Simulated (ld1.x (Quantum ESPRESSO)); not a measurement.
**LDA (PZ) ultrasoft dataset for B (Z = 5), fully relativistic all-electron reference.**

The input file (ld1.x (Quantum ESPRESSO) 7.5):

```
&input
   title='B', zed=5., rel=2, dft='PZ', iswitch=3,
   config='[He] 2s2 2p0', rel_dist='average',
   nld=3, rlderiv=2.70, eminld=-3.0, emaxld=5.0, deld=0.02
 /
 &inputp
   pseudotype=3, tm=.true., lloc=-1, rcloc=1.45,
   nlcc=.true., new_core_ps=.true.,
   which_augfun='PSQ', rmatch_augfun=1.20,
   file_pseudopw='B.UPF', file_wfcaegen='ae.wfc', file_wfcncgen='nc.wfc', file_beta='beta', file_chi='chi', file_wfcusgen='us.wfc'
 /
4
2S  1  0   2.00   0.00  1.25  1.45  0.0
2S  1  0   0.00  -0.90  1.25  1.45  0.0
2P  2  1   0.00   0.00  2.20  2.50  0.0
2P  2  1   0.00  -0.55  2.20  2.50  0.0
 &test
   configts(1)='2s2 2p0'
 /
```

Command:

```bash
ld1.x < B.in > B.out
```

Resulting log (shortened: banner, matrices, multipoles, cross overlaps and the repeated all-electron block are left out):

```
Program LD1 v.7.5
     --------------------------- All-electron run ----------------------------

     B
     dirac relativistic calculation

     atomic number is  5.00
     dft =PZ   lsd =0 sic =0 latt =0  beta=0.20 tr2=1.0E-14
     Exchange-correlation= PZ
                           (   1   1   0   0   0   0   0)
     mesh =1059 r(mesh) = 101.04461 a.u. xmin = -7.00 dx = 0.01250
     1 Ry =  13.60569312 eV, c = 137.03599908

     n l j   nl                  e(Ry)          e(Ha)          e(eV)
     Spin orbit split results
     1 0 0.5 1S 1( 2.00)       -14.0909        -7.0455      -191.7169
     2 0 0.5 2S 1( 2.00)        -1.4271        -0.7136       -19.4171
     2 1 0.5 2P 1( 0.00)        -0.9896        -0.4948       -13.4638
     2 1 1.5 2P 1( 0.00)        -0.9892        -0.4946       -13.4588
     Averaged results
     1 0     1S 1( 2.00)       -14.0909        -7.0455      -191.7169
     2 0     2S 1( 2.00)        -1.4271        -0.7136       -19.4171
     2 1     2P 1( 0.00)        -0.9893        -0.4947       -13.4605

     final scf error:  2.3E-17 reached in  16 iterations

     Etot =     -48.089221 Ry,     -24.044611 Ha,    -654.287184 eV

     Ekin =      47.799096 Ry,      23.899548 Ha,     650.339836 eV
     Encl =    -108.482054 Ry,     -54.241027 Ha,   -1475.973542 eV
     Eh   =      19.122738 Ry,       9.561369 Ha,     260.178100 eV
     Exc  =      -6.529001 Ry,      -3.264500 Ha,     -88.831577 eV

     normalization and overlap integrals

     s(1S/1S) =  1.000000  <r> =   0.3319  <r2> =    0.1496  r(max) =   0.2129
     s(2S/2S) =  1.000000  <r> =   1.7874  <r2> =    3.7880  r(max) =   1.4413
     s(2P/2P) =  1.000000  <r> =   1.8319  <r2> =    4.1578  r(max) =   1.3883
     s(2P/2P) =  1.000000  <r> =   1.8325  <r2> =    4.1603  r(max) =   1.3883

     ------------------------ End of All-electron run ------------------------

     --------------------- Generating US pseudopotential ---------------------

      Generating local potential from pseudized AE potential:
      Matching radius rcloc =   1.4500

      Local pseudo, rcloc= 1.441 Estimated cut-off energy=    11.02 Ry

      Computing core charge for nlcc:

       r > 0.72 : true rho core
      Core charge pseudized with two Bessel functions
      Integrated core pseudo-charge :   0.93

     Fully relativistic calculation: |psi|^2

     Wfc 2S LC norm =  0.99996626 SC norm =  0.00003273 missing  0.00000101

     Wfc 2P LC norm =  0.99997273 SC norm =  0.00002704 missing  0.00000023

     Wfc 2P LC norm =  0.99997274 SC norm =  0.00002546 missing  0.00000180
      Wfc-us  2S rcutus= 1.441  Estimated cut-off energy=    21.35 Ry
      Wfc-us  2S rcutus= 1.441  Estimated cut-off energy=    22.28 Ry
      Wfc-us  2P rcutus= 2.498  Estimated cut-off energy=    12.83 Ry
      Wfc-us  2P rcutus= 2.498  Estimated cut-off energy=    12.83 Ry
      Wfc-us  2P rcutus= 2.498  Estimated cut-off energy=    17.00 Ry
      Wfc-us  2P rcutus= 2.498  Estimated cut-off energy=    16.99 Ry

     Q pseudized with Bessel functions
     Expected ecutrho=     167.0704 due to l1=  1   l2=  1

     ------------------- End of pseudopotential generation -------------------

     Computing logarithmic derivative in   2.70968
     Computing logarithmic derivative in   2.70968
     Computing the partial wave expansion
     R is outside the sphere for l=    0 j= 0.50
     R is outside the sphere for l=    0 j= 0.50
     R is outside the sphere for l=    1 j= 0.50
     R is outside the sphere for l=    1 j= 0.50
     R is outside the sphere for l=    1 j= 1.50
     R is outside the sphere for l=    1 j= 1.50

     ---------------------- Testing the pseudopotential ----------------------

     B
     dirac relativistic calculation

     atomic number is  5.00   valence charge is  3.00
     dft =PZ   lsd =0 sic =0 latt =0  beta=0.20 tr2=1.0E-14
     mesh =1059 r(mesh) = 101.04461 xmin = -7.00 dx = 0.01250

     n l  j  nl             e AE (Ry)       e PS (Ry)    De AE-PS (Ry)
     1 0 0.5 2S   1( 2.00)       -1.42713       -1.42713        0.00001
     2 1 0.5 2P   1( 0.00)       -0.98957       -0.98957        0.00000
     2 1 1.5 2P   1( 0.00)       -0.98920       -0.98921        0.00000

     eps = 6.3E-16  iter =  3

     Etot =     -48.089221 Ry,     -24.044611 Ha,    -654.287184 eV
     Etotps =    -5.926995 Ry,      -2.963497 Ha,     -80.640875 eV

     Ekin =       1.364003 Ry,       0.682002 Ha,      18.558207 eV
     Encl =      -7.725547 Ry,      -3.862774 Ha,    -105.111426 eV
     Ehrt =       2.019401 Ry,       1.009700 Ha,      27.475348 eV
     Ecxc =      -2.499332 Ry,      -1.249666 Ha,     -34.005140 eV
     (Ecc =      -1.339356 Ry,      -0.669678 Ha,     -18.222866 eV)
     Epseu=       0.914480 Ry,       0.457240 Ha,      12.442136 eV

     ---------------------- End of pseudopotential test ----------------------
```

Generation and configuration tests took about 2.4 s on one core of a shared server CPU.
